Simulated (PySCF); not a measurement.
2-bromobut-1-en-3-yne (C4H3Br), SMILES C#CC(=C)Br. Atoms are numbered in the order given.

```xyz
8

C      1.0098     2.6854     0.0000
C      0.2553     1.7190     0.0000
C     -0.6023     0.5891     0.0000
C     -1.9533     0.6232     0.0000
Br     0.3169    -1.1011     0.0000
H      1.6716     3.5404     0.0000
H     -2.4689     1.5953     0.0000
H     -2.5505    -0.2989     0.0000
```
Charge 0, spin multiplicity 1.

Geometry optimised at PBE-D3(BJ)/def2-SVP.

Computed with PBE-D3(BJ)/def2-SVP (PySCF).

Frequencies are harmonic and unscaled.

```json
[
 {"mode": "1", "ν (cm⁻¹)": "148", "IR (km/mol)": "1.1", "moving atoms (share of kinetic energy)": "C 68 %, Br 17 %, H 15 %"},
 {"mode": "2", "ν (cm⁻¹)": "256", "IR (km/mol)": "6.5", "moving atoms (share of kinetic energy)": "C 81 %, H 18 %"},
 {"mode": "3", "ν (cm⁻¹)": "318", "IR (km/mol)": "0.6", "moving atoms (share of kinetic energy)": "C 63 %, H 28 %, Br 9 %"},
 {"mode": "4", "ν (cm⁻¹)": "418", "IR (km/mol)": "2.2", "moving atoms (share of kinetic energy)": "C 72 %, Br 22 %"},
 {"mode": "5", "ν (cm⁻¹)": "546", "IR (km/mol)": "2.3", "moving atoms (share of kinetic energy)": "C 77 %, H 23 %"},
 {"mode": "6", "ν (cm⁻¹)": "588", "IR (km/mol)": "25.7", "moving atoms (share of kinetic energy)": "C 83 %, H 14 %"},
 {"mode": "7", "ν (cm⁻¹)": "627", "IR (km/mol)": "33.2", "moving atoms (share of kinetic energy)": "H 79 %, C 21 %"},
 {"mode": "8", "ν (cm⁻¹)": "658", "IR (km/mol)": "36.2", "moving atoms (share of kinetic energy)": "H 79 %, C 21 %"},
 {"mode": "9", "ν (cm⁻¹)": "675", "IR (km/mol)": "0.1", "moving atoms (share of kinetic energy)": "H 81 %, C 19 %"},
 {"mode": "10", "ν (cm⁻¹)": "857", "IR (km/mol)": "35.8", "moving atoms (share of kinetic energy)": "H 72 %, C 28 %"},
 {"mode": "11", "ν (cm⁻¹)": "882", "IR (km/mol)": "6.3", "moving atoms (share of kinetic energy)": "C 55 %, H 45 %"},
 {"mode": "12", "ν (cm⁻¹)": "1111", "IR (km/mol)": "87.1", "moving atoms (share of kinetic energy)": "C 71 %, H 29 %"},
 {"mode": "13", "ν (cm⁻¹)": "1342", "IR (km/mol)": "3.1", "moving atoms (share of kinetic energy)": "H 85 %, C 15 %"},
 {"mode": "14", "ν (cm⁻¹)": "1611", "IR (km/mol)": "32.4", "moving atoms (share of kinetic energy)": "C 92 %, H 8 %"},
 {"mode": "15", "ν (cm⁻¹)": "2147", "IR (km/mol)": "5.9", "moving atoms (share of kinetic energy)": "C 92 %, H 8 %"},
 {"mode": "16", "ν (cm⁻¹)": "3094", "IR (km/mol)": "1.5", "moving atoms (share of kinetic energy)": "H 95 %"},
 {"mode": "17", "ν (cm⁻¹)": "3207", "IR (km/mol)": "0.3", "moving atoms (share of kinetic energy)": "H 89 %, C 11 %"},
 {"mode": "18", "ν (cm⁻¹)": "3406", "IR (km/mol)": "83.0", "moving atoms (share of kinetic energy)": "H 86 %, C 14 %"}
]
```
